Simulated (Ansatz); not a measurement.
Z-matrix (Å, degrees):
```
C
H 1 1.0891
S 1 1.8211 2 104.12
H 3 1.3437 1 95.87 2 -174.59
S 1 1.8225 2 103.87 3 122.29
H 5 1.3439 1 95.88 2 178.46
S 1 1.8288 2 109.41 5 115.02
H 7 1.3456 1 96.53 2 74.70
```
Charge 0, spin multiplicity 1.

All values below come from frozen-core CCSD(T)/cc-pVTZ // B3LYP-D3(BJ)/def2-TZVP (Ansatz, a program for electronic structure).

- HF energy = -1232.83627 Ha
- MP2 correlation energy = -0.70880 Ha

Estimate the CCSD correlation energy, the (T) correction, the total energy and the T1 diagnostic.


| Property | Value |
|---|---|
| CCSD correlation energy | -0.76277 Ha |
| (T) correction | -0.03666 Ha |
| CCSD(T) total energy | -1233.63571 Ha |
| T1 diagnostic | 0.011 |
